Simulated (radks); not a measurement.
The boron anion B- inside a hard spherical wall (all orbitals vanish at R), configuration held at [He] 2s2 2p2 and not refilled when levels cross. All-electron calculation, non-relativistic Kohn-Sham, PBE, spin-unpolarised, spherical densities, point nucleus. Program: a radial shooting solver on a logarithmic mesh with Libxc functionals. Eigenvalues in eV, with the zero of energy where the potential of the charges vanishes at infinity; a dash marks a level that is unbound or too diffuse for the functional's potential to be trusted. A positive occupied level is held by the wall or, in an anion where self-interaction has pushed it up, behind a barrier. The pressure on the wall is -dE/dV.

| R (bohr) | E (hartree) | kinetic (hartree) | e(1s) | e(2s) | e(2p) | e(3s, empty) | e(3p, empty) | pressure (GPa) |
|---|---|---|---|---|---|---|---|---|
| 8 | -24.58400 | 24.562 | -171.75 | -1.654 | 3.674 | 6.971 | 9.035 | 0.430 |
| 6 | -24.53343 | 24.712 | -169.33 | -0.085 | 5.496 | 12.892 | 15.687 | 3.25 |
| 5 | -24.45141 | 24.966 | -166.51 | 1.687 | 7.608 | 19.887 | 22.858 | 12.0 |
| 4 | -24.22119 | 25.626 | -160.84 | 5.484 | 12.023 | 34.663 | 36.986 | 56.3 |
| 3.5 | -23.95650 | 26.311 | -155.96 | 9.140 | 16.092 | 48.552 | 49.593 | 136 |
| 2 | -20.04055 | 34.341 | -119.98 | 51.651 | 55.526 | 194.29 | 168.44 | 4230 |
